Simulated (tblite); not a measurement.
C₄H₇F₄Si (doublet state).
Numbering: `[CH3:1][CH2:2][C:3]([CH2:4][F:5])[Si:6]([F:7])([F:8])[F:9]` (hydrogens: H10, H11, H12 on C1; H13, H14 on C2; H15, H16 on C4)

Computed with GFN2-xTB (tblite), gas phase: L-BFGS steps from a force-field or distance-geometry start until the largest atomic force falls under 0.01 eV/Å.

Step 14: E = -895.4908 eV
```
atom  x, y, z in Å  |  force x, y, z in eV/Å
C1      1.9408   -0.6939   -0.3806    0.053  -0.148   0.032
C2      1.0632    0.4302    0.1517    0.247   0.097   0.030
C3     -0.3998    0.3498   -0.0988   -0.018   0.127   0.073
C4     -1.1879    1.5913    0.1822   -0.038  -0.001   0.104
F5     -0.5611    2.7576   -0.1902    0.106  -0.171  -0.173
Si6    -1.3483   -1.2279   -0.1024   -0.106  -0.179   0.059
F7     -0.8292   -2.5148   -0.8763    0.072   0.173  -0.063
F8     -1.5064   -1.8068    1.3795   -0.046  -0.052   0.039
F9     -2.8558   -1.0806   -0.5919    0.131   0.107   0.001
H10     2.9143   -0.6667    0.1019    0.038   0.108   0.051
H11     2.1168   -0.6079   -1.4490   -0.207  -0.003  -0.044
H12     1.5089   -1.6647   -0.1633   -0.087  -0.075  -0.071
H13     1.4656    1.3847   -0.1907   -0.119   0.170  -0.169
H14     1.1964    0.4623    1.2411   -0.054  -0.044   0.171
H15    -1.3509    1.7135    1.2632    0.003  -0.104   0.153
H16    -2.1744    1.5828   -0.2879    0.026  -0.006  -0.192
```

Step 15: E = -895.5057 eV
```
atom  x, y, z in Å  |  force x, y, z in eV/Å
C1      1.9413   -0.6985   -0.3820    0.023  -0.060   0.029
C2      1.0726    0.4302    0.1553    0.104   0.106   0.073
C3     -0.3972    0.3467   -0.0562   -0.095   0.041  -0.116
C4     -1.1916    1.5910    0.1852   -0.015   0.042   0.108
F5     -0.5526    2.7464   -0.1983    0.104  -0.125  -0.174
Si6    -1.3512   -1.2282   -0.0894   -0.073  -0.177   0.108
F7     -0.8275   -2.4986   -0.8857    0.093   0.134  -0.067
F8     -1.5205   -1.8386    1.3804   -0.047  -0.014  -0.021
F9     -2.8516   -1.0783   -0.6008    0.131   0.124   0.033
H10     2.9183   -0.6599    0.0934    0.026   0.037   0.031
H11     2.1058   -0.6055   -1.4518   -0.195  -0.048  -0.038
H12     1.5065   -1.6678   -0.1610   -0.032  -0.044  -0.072
H13     1.4669    1.3830   -0.1992   -0.124   0.169  -0.181
H14     1.2184    0.4701    1.2401    0.007  -0.038   0.258
H15    -1.3724    1.7347    1.2596   -0.013  -0.095   0.195
H16    -2.1729    1.5821   -0.3010    0.104  -0.052  -0.168
```

**Question.** Estimate the geometry and energy of step 16. (The exact step hangs on the optimiser's Hessian estimate; all steps are aligned on step 15, rigid shifts and turns removed.)

**Answer.** E = -895.5195 eV, largest force 0.253 eV/Å
```
atom  x, y, z in Å  |  force x, y, z in eV/Å
C1      1.9415   -0.7032   -0.3829   -0.030   0.065   0.030
C2      1.0817    0.4320    0.1599   -0.074   0.087   0.114
C3     -0.3957    0.3435   -0.0200   -0.110  -0.058  -0.220
C4     -1.1951    1.5901    0.1896    0.024   0.047   0.074
F5     -0.5406    2.7309   -0.2096    0.069  -0.074  -0.129
Si6    -1.3547   -1.2307   -0.0739    0.008  -0.102   0.101
F7     -0.8226   -2.4796   -0.8972    0.101   0.087  -0.054
F8     -1.5334   -1.8671    1.3838   -0.054   0.000  -0.057
F9     -2.8452   -1.0719   -0.6098    0.111   0.125   0.069
H10     2.9217   -0.6517    0.0865    0.004  -0.047  -0.010
H11     2.0910   -0.6032   -1.4552   -0.166  -0.088  -0.004
H12     1.5019   -1.6711   -0.1597    0.036   0.005  -0.062
H13     1.4659    1.3844   -0.2103   -0.136   0.108  -0.143
H14     1.2372    0.4767    1.2435    0.057  -0.014   0.240
H15    -1.3914    1.7501    1.2593   -0.016  -0.061   0.167
H16    -2.1698    1.5797   -0.3155    0.173  -0.080  -0.114
```

The energy changes by -0.0139 eV. The first-order estimate −F·Δx gives -0.0193 eV and the mean of the old and new forces, exact on a quadratic surface, -0.0139 eV. The step makes an angle of 69° with the force vector and moves no atom by more than 0.036 Å.

The cost below is that of the whole relaxation. The run took 0.61 s of wall time on Arm Neoverse V2, one thread, shared host with 96 logical CPUs at a one-minute load of 29.
